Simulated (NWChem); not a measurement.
System: SiCl$_{3}$ cation

Output (shortened):

```
             Northwest Computational Chemistry Package (NWChem) 7.3.0
             --------------------------------------------------------

                             Geometry "geometry" -> ""
                             -------------------------

 Output coordinates in angstroms (scale by  1.889725989 to convert to a.u.)

  No.       Tag          Charge          X              Y              Z
 ---- ---------------- ---------- -------------- -------------- --------------
    1 Cl                  17.0000     1.38834600     1.38834600     0.00000000
    2 Si                  14.0000     0.00000000     0.00000000     0.00000000
    3 Cl                  17.0000     0.50817000    -1.89651600     0.00000000
    4 Cl                  17.0000    -1.89651600     0.50817000     0.00000000

 Effective nuclear repulsion energy (a.u.)     327.3470032917

                                 NWChem DFT Module
                                 -----------------

 Summary of "ao basis" -> "ao basis" (spherical)
 ------------------------------------------------------------------------------
       Tag                 Description            Shells   Functions and Types
 ---------------- ------------------------------  ------  ---------------------
 Cl                         def2-svp                 8       18   4s3p1d
 Si                         def2-svp                 8       18   4s3p1d

            General Information
            -------------------
          SCF calculation type: DFT
          Wavefunction type:  closed shell.
          No. of atoms     :     4
          No. of electrons :    64
           Alpha electrons :    32
            Beta electrons :    32
          Charge           :     1
          Spin multiplicity:     1
          Use of symmetry is: off; symmetry adaption is: off
          Maximum number of iterations: 150
          AO basis - number of functions:    72
                     number of shells:    32
          Convergence on energy requested:  1.00D-06
          Convergence on density requested:  1.00D-05
          Convergence on gradient requested:  5.00D-04

              XC Information
              --------------
                         B3LYP Method XC Potential
                     Hartree-Fock (Exact) Exchange  0.200
                        Slater Exchange Functional  0.800 local
                    Becke 1988 Exchange Functional  0.720 non-local
              Lee-Yang-Parr Correlation Functional  0.810
                  VWN I RPA Correlation Functional  0.190 local

             Grid Information
             ----------------
          Grid used for XC integration:  medium
          Radial quadrature: Mura-Knowles
          Angular quadrature: Lebedev.
          Tag              B.-S. Rad. Rad. Pts. Rad. Cut. Ang. Pts.
          ---              ---------- --------- --------- ---------
          Cl                  1.00       88           9.0       590
          Si                  1.10       88           7.0       590
          Grid pruning is: on
          Number of quadrature shells:   352
          Spatial weights used:  Erf1

      Superposition of Atomic Density Guess
      -------------------------------------

 Sum of atomic energies:       -1666.70910193

 Renormalizing density from      65.00 to     64

      Non-variational initial energy
      ------------------------------

 Total energy =   -1651.710204
 1-e energy   =   -2913.007690
 2-e energy   =     933.950483
 HOMO         =      -0.718850
 LUMO         =      -0.314544

     ---------------------------------------------
      Total Density - Mulliken Population Analysis
     ---------------------------------------------

    Atom       Charge   Shell Charges
 -----------   ------   -------------------------------------------------------
    1 Cl  17    17.19   2.00  2.00  1.32  0.60  5.96  2.32  2.97  0.02
    2 Si  14    12.44   2.00  2.00  0.91  0.05  5.95  0.80  0.43  0.30
    3 Cl  17    17.19   2.00  2.00  1.32  0.60  5.96  2.32  2.97  0.02
    4 Cl  17    17.19   2.00  2.00  1.32  0.60  5.96  2.32  2.97  0.02

[...]

                     NWChem Electrostatic Potential Fit Module
                     -----------------------------------------

 Atom parameters

 Number of atoms is                                    4
 Number of basis functions is                         72

 Grid parameters

 Maximum number of grid points is                  25075
 Number of grid points is                          25074
 Grid range                                     0.300000 nm
 Grid spacing                                   0.020000 nm
 Probe radius                                   0.070000 nm
 Atom radius factor                             1.000000

 Atomic radii

   14    0.187000
   17    0.169000
 FASTESP  F
  using M.O. file = ./job.movecs

    Atom              Coordinates                           Charge

                                                  ESP

    1 Cl    0.138835    0.138835    0.000000    0.141163
    2 Si    0.000000    0.000000    0.000000    0.576062
    3 Cl    0.050817   -0.189652    0.000000    0.141387
    4 Cl   -0.189652    0.050817    0.000000    0.141387
                                            ------------
                                                1.000000

 Dipole moment                                  0.000000

 Quadrupole moment Qxx                          2.918064
                   Qyy                          2.918067
                   Qzz                         -5.836131

 RMS deviation kJ/mol                           0.119738

 RRMS %                                         4.500336
```

Level: B3LYP/def2-SVP. Geometry: optimised at PBE0/def2-SVP. B3LYP is NWChem's, with the RPA form of VWN correlation.

**Question.** Which NWChem input produces such a log?

**Answer.** Several could match; the one computed here: the input that was run:
```
start job
memory heap 200 mb stack 900 mb global 1100 mb
charge 1
geometry units angstroms noautosym nocenter noautoz
  Cl     1.388346     1.388346     0.000000
  Si     0.000000     0.000000     0.000000
  Cl     0.508170    -1.896516     0.000000
  Cl    -1.896516     0.508170     0.000000
end
basis spherical
  * library def2-svp
end
dft
  xc b3lyp
  iterations 150
  mulliken
end
task dft energy
esp
  recalculate
  probe 0.07
  range 0.3
  factor 1.0
  spacing 0.02
end
task esp
```
